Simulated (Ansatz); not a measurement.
H5BSi2, SMILES `[SiH2]=B[SiH3]` (charge 0, multiplicity 1).

Method: r2SCAN0/cc-pVTZ // PBE0-D3(BJ)/def2-TZVP (Ansatz, a program for electronic structure).

Ansatz 0.2 input:
```yaml
crystal:
  periodic: [false, false, false]
  atoms:
    - { symbol: Si, position_ang: [2.11747, -0.154823, -0.023277] }
    - { symbol: B, position_ang: [0.288569, -0.098635, 0.042341] }
    - { symbol: Si, position_ang: [-1.670291, 0.076456, 0.045993] }
    - { symbol: H, position_ang: [2.900241, 0.901769, -0.699863] }
    - { symbol: H, position_ang: [2.887156, -1.256338, 0.594124] }
    - { symbol: H, position_ang: [-2.255018, 0.211577, 1.406981] }
    - { symbol: H, position_ang: [-1.898519, 1.348026, -0.702693] }
    - { symbol: H, position_ang: [-2.369608, -1.028032, -0.663608] }
basis:
  gaussian: { orbitals: cc-pVTZ }
hamiltonian:
  xc: r2scan0
```

Output:

```
Functional definition: r2SCAN0
1080 factors; their error is unknown
mean field evaluation 1: about -16507.1663 eV, gradient 1.5e1 eV
mean field evaluation 2: about -16506.8368 eV, gradient 1.7e1 eV
mean field evaluation 4: about -16508.0319 eV, gradient 8.5e-1 eV
mean field evaluation 8: about -16508.0944 eV, gradient 2.1e-1 eV
mean field -16508.09448364 eV, -606.6612826856 hartree, gradient 4.1e-5 eV, S^2 0.000000; 0 other end points of the search recorded, 0 dependent functions left out
reference -16508.09449401 eV, -606.6612830664 hartree; 19, 19 occupied and 149, 149 virtual orbitals, 1080 factors
Total energy: -16508.09449401 eV, -606.6612830664 hartree
```
